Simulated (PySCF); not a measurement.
A structure optimised at B3LYP-D3(BJ)/def2-TZVP, used in a PySCF frequency run:

```xyz
3

F      0.0000     0.0000    -1.9351
Hg     0.0000     0.0000     0.0000
F      0.0000     0.0000     1.9351
```

Problem. Write its SMILES, formula and point group.

Solution. [F][Hg][F], F2Hg, D∞h

Problem. What are its rotational constants (standard atomic weights)?

Solution. 3.5521 GHz (linear rotor, B only)
